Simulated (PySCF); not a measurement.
## Orbital picture of InI

PBEsol at R = 2.778 Å; In x2c-TZVPPall, I x2c-TZVPPall; spin-free X2C with a Gaussian nucleus (PySCF 2.14). State: ¹Σ⁺ (singlet), closed shell. Only the outer orbitals are listed, counted within each symmetry.

| orbital | occ. | ε (eV) | on In (%) | main shells (%) |
| --- | --- | --- | --- | --- |
| 19σ | 2 | -16.26 | 7 | 93 I s |
| 20σ | 2 | -9.19 | 72 | 71 In s, 25 I p |
| 11π | 2 | -6.12 | 7 | 93 I p |
| 11π | 2 | -6.12 | 7 | 93 I p |
| 21σ | 2 | -5.93 | 43 | 57 I p, 24 In s, 18 In p |
| 12π | 0 | -2.58 | 92 | 92 In p |
| 12π | 0 | -2.58 | 92 | 92 In p |
| 22σ | 0 | -0.80 | 85 | 78 In p, 13 I p |

Which are the highest filled and the lowest empty level, where do they sit, and how wide is the gap?

Highest filled 21σ at -5.93 eV (in %: 57 I p, 24 In s, 18 In p); lowest empty 12π at -2.58 eV (in %: 92 In p); the gap at PBEsol is 3.35 eV.

- bond order (Mayer): 1.17
- ⟨S²⟩: 0.000
- charge on In (Mulliken, basis-dependent): 0.33
- charge on In (Löwdin, basis-dependent): -0.05
- dipole moment (positive dipole means In(−)I(+)): -3.14 D

Spin–orbit coupling is left out.
